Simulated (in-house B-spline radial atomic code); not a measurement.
Orbital energies and mean radii along the 4-electron series, configuration [He] 2s2. The effective charge is n√(-2ε), a non-relativistic measure. Computed with an all-electron radial atomic-structure program (B-spline basis): non-relativistic Hartree-Fock, average of the configuration, point nuclei.

```csv
ion,Z,energy of 1s (Eh),mean radius of 1s (bohr),energy of 2s (Eh),mean radius of 2s (bohr),effective charge of 1s
Be,4,-4.7327,0.41499,-0.30927,2.6494,3.0766
B+,5,-8.1859,0.32527,-0.87382,1.7982,4.0462
C2+,6,-12.651,0.26741,-1.694,1.3719,5.03
N3+,7,-18.12,0.22701,-2.7667,1.112,6.02
O4+,8,-24.592,0.1972,-4.0907,0.93594,7.0131
```

Question: How does the screening of 1s change?

Answer: Z less the effective charge goes from 0.92 at Z = 4 to 0.99 at Z = 8.
